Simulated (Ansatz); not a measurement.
The pair A = SiH4 (SMILES [SiH4]) (first 5 atoms), B = CH5N (SMILES CN); geometry from B3LYP-D3(BJ)/def2-TZVP.
(charge 0, multiplicity 1):
```csv
atom,x (Å),y (Å),z (Å)
Si,-0.0222,-0.1248,-0.0686
H,0.0412,1.2243,0.5359
H,0.2831,-0.0328,-1.5142
H,-1.3812,-0.6841,0.1101
H,0.9669,-1.0072,0.5893
C,0.6971,0.2693,3.7671
N,-0.6189,-0.2846,3.4585
H,1.2462,-0.4378,4.3907
H,0.5733,1.1847,4.3477
H,1.3208,0.5049,2.8944
H,-0.5425,-1.1504,2.9395
H,-1.1677,0.3571,2.9000
```

Cores are frozen in the correlated methods.

Run with Ansatz (an electronic-structure program) with Gaussian orbitals. 

Total energies (hartree), monomers frozen at their geometry in the pair:

| structure | HF/aug-cc-pV(D+d)Z | MP2/aug-cc-pV(D+d)Z | CCSD(T)/aug-cc-pV(D+d)Z |
|---|---|---|---|
| AB | -386.4795239 | -386.9479071 | -387.0228685 |
| A in the pair's basis | -291.2506720 | -291.3726904 | -291.4074998 |
| B in the pair's basis | -95.2309159 | -95.5738547 | -95.6138797 |
| A | -291.2503253 | -291.3718181 | -291.4066321 |
| B | -95.2307482 | -95.5732647 | -95.6132831 |

Question: Work out the interaction energy without and with the counterpoise correction, and the superposition error, for each level.

Answer: 
E(AB) − E(A) − E(B), times 627.509 kcal/mol, with the monomers in their own basis and then in the pair's basis:
- HF/aug-cc-pV(D+d)Z: 0.97 uncorrected, 1.30 corrected; the monomers gain 0.32 kcal/mol from borrowed functions
- MP2/aug-cc-pV(D+d)Z: -1.77 uncorrected, -0.85 corrected; the monomers gain 0.92 kcal/mol from borrowed functions
- CCSD(T)/aug-cc-pV(D+d)Z: -1.85 uncorrected, -0.93 corrected; the monomers gain 0.92 kcal/mol from borrowed functions
